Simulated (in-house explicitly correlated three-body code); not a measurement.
Computed with an exponentially correlated three-body code. Model: two electrons around a point charge, non-relativistic, variational in 260 exponentially correlated functions (energies converged to about 1e-7 hartree, or 1e-8 relative for large Z).

For this charge the correlation energy is taken as exact minus Hartree-Fock, from which it differs by microhartrees, and the kinetic parts follow from it.

For two electrons in a singlet the Kohn-Sham orbital is the square root of half the density, so the exact Kohn-Sham potential and energy parts follow from the density alone, and exchange is minus half the Hartree energy. The Kohn-Sham level equals minus the binding energy of the second electron.

Command:
```bash
python run_hyl.py task.json out
```
Settings (lengths in bohr, energies in hartree):
```
Z                      7.9
interaction_strength   1
functions              260
states_tried           13
```

Cost of the run: 60 s on 1 thread of Intel(R) Xeon(R) Platinum 8175M CPU @ 2.50GHz (Skylake/Cascade Lake), with other jobs on the host.

**Those bound S and P states to n = 4 that converged, binding against the one-electron ion.**

Given: nuclear charge 7.9.

Computed: one-electron threshold -31.205 hartree.

```csv
term,energy (hartree),binding (eV),quantum defect
1 1S,-57.6290817,719.04,0.050852
2 3S,-37.5696994,173.19,0.06605
2 3P,-37.2982763,165.81,0.023446
2 1S,-37.2881749,165.53,0.021806
2 1P,?,?,?
3 3S,-33.9644524,75.089,0.062874
3 3P,-33.8906284,73.08,0.022779
3 1S,-33.8899899,73.062,0.022425
3 1P,-33.8374112,71.632,-0.0071648
4 3S,-32.7399468,41.768,0.061894
4 1S,-32.7097991,40.948,0.022641
4 3P,?,?,?
4 1P,-32.6878052,40.349,-0.0067481
```

(1) What belongs in the row 2 1P?

(2) What belongs in the row 4 3P?

**Converged states only, values per electron or pair.**

| term | mean r (bohr) | mean r squared (bohr²) | mean inverse r (1/bohr) | mean r12 (bohr) | mean inverse r12 (1/bohr) | mean cosine | mean p1 dot p2 (bohr⁻²) | delta r1 (bohr⁻³) | delta r12 (bohr⁻³) |
| --- | --- | --- | --- | --- | --- | --- | --- | --- | --- |
| 1 1S | 0.19939 | 0.053351 | 7.5876 | 0.29431 | 4.6254 | -0.016797 | 0.93773 | 144.12 | 15.235 |
| 2 3S | 0.50374 | 0.41336 | 4.8435 | 0.849 | 1.3877 | -0.0055901 | 0.070221 | 86.259 | - |
| 2 3P | 0.44741 | 0.32264 | 4.8245 | 0.7487 | 1.6302 | -0.071155 | -3.7675 | 77.772 | - |
| 2 1S | ? | ? | ? | ? | ? | ? | ? | ? | ? |
| 2 1P | 0.46058 | 0.3448 | 4.8078 | 0.74783 | 1.7491 | 0.047073 | 3.588 | 78.625 | 0.66813 |
| 3 3S | 1.034 | 2.0263 | 4.342 | 1.8913 | 0.67483 | -0.0018507 | 0.020557 | 80.704 | - |
| 3 3P | 0.98621 | 1.8548 | 4.3367 | 1.7985 | 0.73874 | -0.017332 | -0.88392 | 78.295 | - |
| 3 1S | 1.0585 | 2.1338 | 4.3362 | 1.9382 | 0.73277 | -0.002696 | 0.025556 | 80.59 | 0.75436 |
| 3 1P | 1.005 | 1.9325 | 4.3322 | 1.8299 | 0.77422 | 0.011487 | 0.91262 | 78.491 | 0.2175 |
| 4 3S | 1.7817 | 6.4242 | 4.1692 | 3.3807 | 0.39375 | -0.00080198 | 0.0085969 | 79.398 | - |
| 4 1S | 1.8143 | 6.6766 | 4.1669 | 3.4451 | 0.41712 | -0.0011619 | 0.010973 | 79.356 | 0.3154 |
| 4 3P | ? | ? | ? | ? | ? | ? | ? | ? | - |
| 4 1P | 1.7671 | 6.3676 | 4.1652 | 3.3503 | 0.43444 | 0.0045255 | 0.36531 | 78.475 | 0.094369 |

(3) What belongs in the row 2 1S?

(4) What belongs in the row 4 3P?

**Functionals on the exact density and self-consistent, errors are functional minus exact, hybrids only self-consistent, a dash where a self-consistent run leaves the top level unbound.**

```
       result  exchange error (millihartree)  correlation error (millihartree)  functional driven error (millihartree)  density driven error (millihartree)  self consistent total error (millihartree)  top level plus exact binding (eV)
        HSE06                              -                                 -                                       -                                    -                                      59.548                             35.046
        wB97X                              -                                 -                                       -                                    -                                           ?                                  ?
      r2SCAN0                              -                                 -                                       -                                    -                                     -1.3716                             30.788
B3LYP VWN-RPA                              -                                 -                                       -                                    -                                      37.298                              36.49
         BLYP                              ?                                 ?                                       ?                                    ?                                           ?                                  ?
         RPBE                         11.038                           -2.2195                                  8.8184                              -1.4467                                      7.3716                             46.035
        M06-L                        -53.026                           -12.398                                 -65.424                               -2.342                                     -67.766                             40.858
         SCAN                         -4.093                            1.8629                                 -2.2301                             -0.31335                                     -2.5434                             41.347
         TPSS                        -3.6738                           -3.1293                                 -6.8031                             -0.36017                                     -7.1632                             42.968
       PBEsol                         292.55                           -16.026                                  276.52                              -1.4093                                      275.11                             48.771
```

(5) What belongs in the row wB97X?

(6) What belongs in the row BLYP?

**Density and exact potentials over r, pair density (one pair, times 4 pi r12^2) and exact minus Kohn-Sham pair density over r12.**

| radius (bohr) | radial density (electrons/bohr) | exchange potential (hartree) | intracule density (1/bohr) | Coulomb hole against Kohn-Sham (1/bohr) | correlation potential (hartree) |
| --- | --- | --- | --- | --- | --- |
| 0.0539 | 4.5166 | -7.0034 | 0.52311 | -0.04604 | -0.014 |
| 0.0625 | 5.3121 | -6.8488 | 0.68369 | -0.05557 | -0.007 |
| 0.0724 | 6.1127 | -6.6626 | 0.88334 | -0.06534 | 0 |
| 0.084 | 6.8757 | -6.4378 | 1.1301 | -0.0745 | 0.006 |
| 0.0974 | 7.5171 | -6.1747 | 1.4212 | -0.08143 | 0.012 |
| 0.113 | 7.9595 | -5.8701 | 1.7527 | -0.08425 | 0.017 |
| 0.131 | 8.1188 | -5.528 | 2.1051 | -0.08086 | 0.02 |
| 0.152 | 7.9334 | -5.1484 | 2.4523 | -0.06955 | 0.021 |
| 0.176 | 7.3861 | -4.746 | 2.7441 | -0.0502 | 0.02 |
| 0.204 | ? | ? | ? | ? | ? |
| 0.236 | 5.369 | -3.8964 | 2.9649 | 0.003811 | 0.014 |
| 0.274 | 4.093 | -3.4654 | 2.7998 | 0.02873 | 0.01 |
| 0.318 | 2.8572 | -3.053 | 2.436 | 0.04374 | 0.006 |
| 0.368 | 1.818 | -2.6754 | 1.9338 | 0.04591 | 0.004 |
| 0.427 | ? | ? | ? | ? | ? |
| 0.495 | 0.50148 | -2.0142 | 0.84479 | 0.02332 | 0.001 |
| 0.574 | 0.21024 | -1.7403 | 0.44678 | 0.01075 | 0.001 |

(7) What belongs in the row 0.204?

(8) What belongs in the row 0.427?

Answers

(1) energy (hartree): -37.106929; binding (eV): 160.6; quantum defect: -0.0083394.

(2) energy (hartree): -32.709733; binding (eV): 40.946; quantum defect: 0.022553.

(3) mean r (bohr): 0.5205; mean r squared (bohr²): 0.44654; mean inverse r (1/bohr): 4.8217; mean r12 (bohr): 0.87346; mean inverse r12 (1/bohr): 1.6059; mean cosine: -0.0084242; mean p1 dot p2 (bohr⁻²): 0.081592; delta r1 (bohr⁻³): 85.723; delta r12 (bohr⁻³): 2.5845.

(4) mean r (bohr): 1.7423; mean r squared (bohr²): 6.1805; mean inverse r (1/bohr): 4.167; mean r12 (bohr): 3.303; mean inverse r12 (1/bohr): 0.41954; mean cosine: -0.0068536; mean p1 dot p2 (bohr⁻²): -0.34478; delta r1 (bohr⁻³): 78.4.

(5) self consistent total error (millihartree): -114.2; top level plus exact binding (eV): 34.374.

(6) exchange error (millihartree): 33.636; correlation error (millihartree): -4.7862; functional driven error (millihartree): 28.85; density driven error (millihartree): -1.4492; self consistent total error (millihartree): 27.401; top level plus exact binding (eV): 45.796.

(7) radial density (electrons/bohr): 6.4965; exchange potential (hartree): -4.322; intracule density (1/bohr): 2.9334; Coulomb hole against Kohn-Sham (1/bohr): -0.02418; correlation potential (hartree): 0.017.

(8) radial density (electrons/bohr): 1.0202; exchange potential (hartree): -2.325; intracule density (1/bohr): 1.3648; Coulomb hole against Kohn-Sham (1/bohr): 0.03717; correlation potential (hartree): 0.002.

The density-driven part is never positive, since each functional's own density lowers its energy. Here it is small beside the functional-driven part (median ratio 0.052), the normal case.
